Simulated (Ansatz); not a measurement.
The cluster Mo4⁺ (the lowest doublet isomer of a short search) was relaxed with PBE-D4 (def2-SVP) in Ansatz in these states: charge +1 doublet, charge +1 quartet. The geometries follow in no particular order.

In the def2 sets Mo takes a core potential; there is no spin–orbit coupling.

A:

```xyz
4

Mo   -0.157    1.382    0.598
Mo   -0.694   -1.197    0.614
Mo    1.308   -0.753    0.115
Mo   -0.456    0.568   -1.326
```

B:

```xyz
4

Mo   -0.0950    1.3412    0.6373
Mo    0.1262   -0.0735   -1.5190
Mo   -1.2184   -0.9172    0.0562
Mo    1.1872   -0.3505    0.8256
```

Judge from the bond lengths which geometry belongs to which state (an estimate).

A is the charge +1 doublet (Mo2–Mo3 2.110 Å, Mo1–Mo2 2.634 Å, Mo1–Mo3 2.634 Å); B is the charge +1 quartet (Mo2–Mo3 2.236 Å, Mo1–Mo2 2.588 Å, Mo1–Mo3 2.588 Å).

At PBE0-D4/def2-TZVP a doublet lies 0.49 eV below the charge +1 quartet. These are the stationary points nearest to one start from a short search; other shapes may lie lower in each state.
